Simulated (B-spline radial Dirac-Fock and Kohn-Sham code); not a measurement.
**X-ray form factors of terbium in several charge states**

The computed values come from a radial B-spline solver: Dirac-Fock densities.

Configurations: Tb¹⁶⁺ [Kr] 4d10 4f3; Tb¹⁷⁺ [Kr] 4d10 4f2; Tb¹⁹⁺ [Kr] 4d10. The first column is f₀ of Tb¹⁶⁺, the others are differences from it.

```
s (Å⁻¹)   Tb¹⁶⁺  Δ Tb¹⁷⁺  Δ Tb¹⁹⁺
      0  49.000   -1.000   -3.000
    0.1  48.334   -0.956   -2.877
    0.2  46.426   -0.833   -2.533
    0.3  43.527   -0.659   -2.042
    0.4  39.986   -0.470   -1.496
    0.5  36.173   -0.295   -0.980
    0.7  28.959   -0.056   -0.241
    0.9  23.411   +0.032   +0.067
    1.1  19.698   +0.039   +0.117
    1.4  16.353   +0.022   +0.078
```
